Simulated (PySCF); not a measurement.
Predicted microwave data (PySCF 2.14.0, PBE0-D3(BJ)/def2-SVP geometry optimisation, gas phase) for one isomer of C7H14O:

```
Rotational constants : A = 3096, B = 1394, C = 1238 MHz
Dipole components    : |μa| = 0.70 D, |μb| = 2.47 D, |μc| = 0.07 D
Inertial defect      : -117.37 u·Å²
κ                    : -0.83
```

**Question.** Which structure is it? (One computed conformer of each.)
A. `CC(C1COC1)(C)C`
B. `[CH3:1][CH:2]([CH3:3])[C@@H:4]([CH3:5])[CH2:6][CH:7]=[O:8]` with C1–C2–C4–C5 177°, C2–C4–C6–C7 171°, C4–C6–C7–O8 134° (3,4-dimethylpentanal)
C. `[CH3:1][CH2:2][C:3]([CH3:4])([CH3:5])[C:6]([CH3:7])=[O:8]` with C1–C2–C3–C4 -63°, C2–C3–C6–C7 69° (3,3-dimethyl-2-pentanone)
D. `[CH2:1]=[CH:2][CH2:3][CH2:4][C@@H:5]([OH:6])[CH2:7][CH3:8]` with C1–C2–C3–C4 119°, C2–C3–C4–C5 -178°, C3–C4–C5–O6 56°, C4–C5–O6–H 63°, C4–C5–C7–C8 178° (6-hepten-3-ol)
E. `[CH3:1][CH2:2][C:3](=[O:4])[C:5]([CH3:6])([CH3:7])[CH3:8]` with C1–C2–C3–O4 11° (2,2-dimethylpentan-3-one)

**Answer.** E. It is CCC(=O)C(C)(C)C, an asymmetric top, point group C1. The candidates at the same level (rigid rotor, commonest isotopes):

| SMILES | A (MHz) | B (MHz) | C (MHz) | μa (D) | μb (D) | μc (D) | Δ (u·Å²) | point group | rotor |
| --- | --- | --- | --- | --- | --- | --- | --- | --- | --- |
| CC(C)(C)C1COC1 | 3288 | 1500 | 1378 | 1.94 | 0.00 | 0.69 | -123.91 | Cs | asymmetric top |
| CCC(=O)C(C)(C)C | 3096 | 1394 | 1238 | 0.70 | 2.47 | 0.07 | -117.37 | C1 | asymmetric top |
| CCC(C)(C)C(C)=O | 2140 | 1786 | 1606 | 0.82 | 0.96 | 2.33 | -204.45 | C1 | asymmetric top |
| C=CCC[C@@H](O)CC | 6119 | 759.1 | 716.3 | 0.26 | 1.11 | 0.89 | -42.76 | C1 | near-prolate asymmetric top |
| CC(C)[C@@H](C)CC=O | 3798 | 1057 | 879.4 | 2.84 | 0.27 | 0.66 | -36.58 | C1 | asymmetric top |

`C=CCC[C@@H](O)CC` has A 98 % too high; `CCC(C)(C)C(C)=O` has A 31 % too low; `CC(C)(C)C1COC1` has C 11 % too high; `CC(C)[C@@H](C)CC=O` has C 29 % too low. No structure here is proved a minimum.
